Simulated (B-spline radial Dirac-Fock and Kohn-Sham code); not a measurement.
# Relativistic shifts of the levels of Re⁵¹⁺

System: Re⁵¹⁺, [Ar] 3d6.

Both columns are ΔSCF binding energies of the configuration average from an atomic code on a B-spline grid: non-relativistic Hartree-Fock with a point nucleus, and Dirac-Fock with a finite nucleus and the Coulomb interaction alone, averaged over the two j levels with weights 2j+1.

```
shell  Hartree-Fock (eV)  Dirac-Fock (eV)  shift (eV)  shift (%)
   1s            69164.2          75230.1    +6065.92      +8.77
   2s            14027.2          15684.3    +1657.16     +11.81
   2p            13577.8          14159.4     +581.63      +4.28
   3s             5283.3           5749.8     +466.50      +8.83
   3p             5083.3           5280.1     +196.82      +3.87
   3d             4762.9           4778.0      +15.15      +0.32
```

Relativity binds 1s, 2s, 2p, 3s, 3p, 3d more strongly, among those listed most of all 2s in relative terms.

Values without a named source are computed, but for edge energies of neutral atoms, which are taken from tables.
